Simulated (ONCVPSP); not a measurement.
## In (Z = 49) ONCV: all-electron and pseudo phase curves

| Property | Result |
| --- | --- |
| Element | In |
| Generator | ONCVPSP 4.0.1 |
| Type | optimised norm-conserving Vanderbilt (ONCV) |
| Functional | PBEsol |
| Relativity | scalar-relativistic |
| Frozen core | [Kr] |
| Valence charge | 13 |
| Reference configuration | 4d10 5s2 5p1 |
| Partial waves | 5s: rc 1.85 bohr, ncon 3, nbas 7, qcut 3.1 1/bohr, 1 projector; 5p: rc 2.70 bohr, ncon 4, nbas 8, qcut 2.9 1/bohr, 1 projector; 4d: rc 1.10 bohr, ncon 4, nbas 7, qcut 8 1/bohr, 3 projectors, debl 1.8 Ha |
| Local potential | polynomial inside 0.95 bohr (lpopt 5, dvloc0 0 Ha) |
| Core correction | Teter function, fcfact 1.5, rcfact 1.05 |

The phase is arctan(r·R′/R) of the radial function R(r), unwrapped; energies in Ha, scanned from -2 to 5 Ha. A pole is an energy at which the radial function vanishes at the test radius. The pseudo phase is shifted by a multiple of π to meet the all-electron one at the reference energy, and phase errors are pseudo minus all-electron; the curves can meet again beyond the range given. Levels narrower than the energy grid can be missing from the lists of poles.

Problem. For each channel, where are the poles, and over which energies does the pseudopotential scatter like the atom?

Solution.

| channel | radius (bohr) | reference energy (Ha) | poles, all-electron | poles, pseudo | unbroken range about the reference energy with phases within 0.05 rad | phase error 1 Ha above the reference energy (rad) |
| --- | --- | --- | --- | --- | --- | --- |
| s | 1.88 | -0.30 | 2.85 | 0.75, 3.76 | below 0.3 | -0.233 |
| p | 2.75 | -0.09 | 0.90, 4.78 | 0.81, 2.95 | below 1.1 | -0.032 |
| d | 1.12 | -0.68 | 3.23 | 3.23 | the whole range | +0.000 |

Note: ghosts flagged at negative energy: s at -347.6 eV, p at -130.8 eV, d at -105.9 eV; GHOST(+) flagged for s at 23.0 eV. A true bound ghost makes a file unfit for plane-wave use.

Phases in the s channel:

```json
{"E (Ha)": "-1.98", "all-electron": "1.111", "pseudo": "1.077"}
{"E (Ha)": "-1.62", "all-electron": "1.009", "pseudo": "0.973"}
{"E (Ha)": "-1.26", "all-electron": "0.842", "pseudo": "0.805"}
{"E (Ha)": "-0.90", "all-electron": "0.543", "pseudo": "0.513"}
{"E (Ha)": "-0.54", "all-electron": "0.024", "pseudo": "0.014"}
{"E (Ha)": "-0.18", "all-electron": "-0.572", "pseudo": "-0.575"}
{"E (Ha)": "0.18", "all-electron": "-0.962", "pseudo": "-0.999"}
{"E (Ha)": "0.54", "all-electron": "-1.177", "pseudo": "-1.300"}
{"E (Ha)": "0.90", "all-electron": "-1.303", "pseudo": "-2.431"}
{"E (Ha)": "1.26", "all-electron": "-1.386", "pseudo": "-4.306"}
{"E (Ha)": "1.62", "all-electron": "-1.445", "pseudo": "-4.464"}
{"E (Ha)": "1.98", "all-electron": "-1.490", "pseudo": "-4.540"}
{"E (Ha)": "2.34", "all-electron": "-1.527", "pseudo": "-4.591"}
{"E (Ha)": "2.70", "all-electron": "-1.558", "pseudo": "-4.630"}
{"E (Ha)": "3.06", "all-electron": "-1.587", "pseudo": "-4.662"}
{"E (Ha)": "3.42", "all-electron": "-1.615", "pseudo": "-4.689"}
{"E (Ha)": "3.78", "all-electron": "-1.642", "pseudo": "-4.714"}
{"E (Ha)": "4.14", "all-electron": "-1.672", "pseudo": "-4.738"}
{"E (Ha)": "4.50", "all-electron": "-1.706", "pseudo": "-4.762"}
{"E (Ha)": "4.86", "all-electron": "-1.747", "pseudo": "-4.787"}
```
